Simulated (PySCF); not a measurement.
## Energy of Cr²⁺ (chromium, charge +2) between two integer charges

The 3d alpha orbital of [Ar] 3d4 is emptied in steps (occupation f), with all orbitals relaxed, ending at [Ar] 3d3. Computed with PySCF 2.14 in aug-cc-pVTZ, with the non-relativistic Hamiltonian (point nucleus). The exact energy is a straight line in f; departures are measured from the line between the end points of the same method.

Among UHF, LDA, PBE, which shows the largest delocalisation error (convex curve), and which is closest to linear?

Most convex: LDA (-1.974 eV at f = 0.4); closest to linear: UHF (0.457 eV).

| f | UHF (eV) | LDA (eV) | PBE (eV) |
| --- | --- | --- | --- |
| 1 | 0.000 | 0.000 | 0.000 |
| 0.8 | 0.325 | -1.290 | -1.257 |
| 0.6 | 0.472 | -1.955 | -1.903 |
| 0.4 | 0.457 | -1.974 | -1.918 |
| 0.2 | 0.296 | -1.328 | -1.288 |
| 0 | 0.000 | 0.000 | 0.000 |

| method | E(f=0) − E(f=1) (eV) | −ε at f=1 (eV) | −ε at f=0.4 (eV) |
| --- | --- | --- | --- |
| UHF | 29.880 | 31.982 | 29.429 |
| LDA | 32.105 | 24.132 | 33.657 |
| PBE | 31.680 | 23.895 | 33.204 |

Reference removal energy between the ground levels: 30.959 ± 0.025 eV (measured; NIST Atomic Spectra Database, ionization energies). The calculation has no spin-orbit coupling. The determinant left behind need not be the lowest term of the ion. UHF lacks correlation.
